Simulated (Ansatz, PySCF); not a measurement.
Gas-phase reaction in SMILES: Cl[SiH2]Cl + [SiH4] (SiH4) → 2 [SiH3]Cl
Geometries: B3LYP-D3(BJ)/def2-TZVP minima from Ansatz (a quantum-chemistry and plane-wave program). Frequencies are from Ansatz or PySCF.

Wanted: bond separation energy (0 K, with B3LYP-D3(BJ) harmonic zero-point energies), in kJ/mol. Correlated levels leave the core frozen unless marked. Spin-orbit coupling is left out. No relativistic terms. Basis-set limits of correlation are two-point, X^-3; Hartree-Fock from the larger set. The bracket is a focal-point correction in the basis named.

```tsv
level	program	bond separation energy (kJ/mol)	minus last row
HF-D3(BJ)/def2-TZVPD	PySCF + dftd3	4.8	-3.3
RI-HF/aug-cc-pV(Q+d)Z	Ansatz	1.8	-6.3
PBE/def2-TZVPD	Ansatz	9.2	1.1
BLYP-D4/def2-TZVPD	Ansatz + dftd4	10.0	1.9
TPSS-D3(BJ)/def2-TZVPD	PySCF + dftd3	8.4	0.3
B3LYP-D4/def2-TZVPD	Ansatz + dftd4	8.7	0.6
BHLYP-D3(BJ)/def2-TZVPD	Ansatz + dftd3	6.6	-1.5
r2SCANh-D4/def2-TZVPD	Ansatz + dftd4	9.3	1.2
PW6B95-D3(BJ)/def2-TZVPD	PySCF + dftd3	8.5	0.4
wB97M-V/def2-TZVPD	Ansatz	8.7	0.6
B2GP-PLYP-D4/def2-TZVPD	Ansatz + dftd4	7.9	-0.2
B2GP-PLYP/def2-TZVPD	Ansatz	7.3	-0.8
B2PLYP-D4/def2-TZVPD	Ansatz + dftd4	8.3	0.2
MP2/cc-pV(D+d)Z	Ansatz	9.3	1.2
MP2/cc-pV(T+d)Z	Ansatz	8.9	0.8
MP2/cc-pVTZ	Ansatz	8.6	0.5
CCSD/6-31G	Ansatz	-4.9	-13.0
CCSD(T)/cc-pVDZ	PySCF	8.4	0.3
CCSD(T)/cc-pVTZ	Ansatz	8.3	0.2
CCSD(T) with core electrons (1s frozen past Ne)/cc-pwCVTZ	Ansatz	8.7	0.6
RI-MP2/CBS(aug-cc-pV(T+d)Z,aug-cc-pV(Q+d)Z)+[CCSD(T)-MP2]/aug-cc-pV(T+d)Z	Ansatz	8.1	0.0
```
